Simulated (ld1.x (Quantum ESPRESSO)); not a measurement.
**carbon: one change to a TM potential, before and after**

C, norm-conserving Troullier–Martins (Kleinman–Bylander form), made with ld1.x (Quantum ESPRESSO) 7.5 (PW91, non-relativistic). Core [He], reference 2s2 2p2. Waves: 2s (bound): rc 1.00 bohr; 2p (bound): rc 2.95 bohr. Local part: all-electron potential smoothed inside 1.75 bohr (lloc = -2). Core correction: Bessel-smoothed model core inside 0.90 bohr.

Change: local potential all-electron potential smoothed inside 3.22 bohr (lloc = -2).

Cutoffs: the cutoffs (Ry, on a coarse ladder) from which the occupation-weighted sum of valence levels, in a spherical-Bessel basis at the reference potential, stays within 10 and 1 mRy of its value at 400 Ry; they do not see the model core or the augmentation charge, which bear on the density cutoff. Errors are all-electron minus pseudo energies relative to the spin-unpolarised reference configuration.

What does the change do?

The potential gets neither clearly harder nor softer (35 Ry and 90 Ry → 35 Ry and 90 Ry); of the 7 tests that both files solve, the error grows in 1 and shrinks in 5 by more than 15 % and 0.3 meV (median size 73.2 → 100.4 meV); neither file shows a bound ghost at the reference potential, the only one tested.

```tsv
quantity	base	changed
cutoff, loose	35 Ry	35 Ry
cutoff, tight	90 Ry	90 Ry
loose cutoff by channel (10 mRy a level)	s 25 Ry, p 15 Ry	s 30 Ry, p 15 Ry
bound ghosts	none	none
error for 2s2 2p1, meV [ΔE 10.93 eV]	+200	+100
error for 2s2 2p0, meV [ΔE 35.17 eV]	+1676	+1004
error for 2s1 2p0, meV [ΔE 83.40 eV]	+3882	+1995
error for 2s1 2p3, meV [ΔE 8.45 eV]	-31	-35
error for 2s2 2p1.5, meV [ΔE 4.00 eV]	+31	+12
error for 2s1 2p2, meV [ΔE 19.65 eV]	-73	-182
error for 2s2 2p2.3, meV [ΔE -1.18 eV]	+3.7	-0.3
```

Base: These tests converged, but a pseudo level misses the all-electron one widely, so the file describes the atom poorly there or has found another state: 2s1 2p0: empty 2p by 5.6 eV.
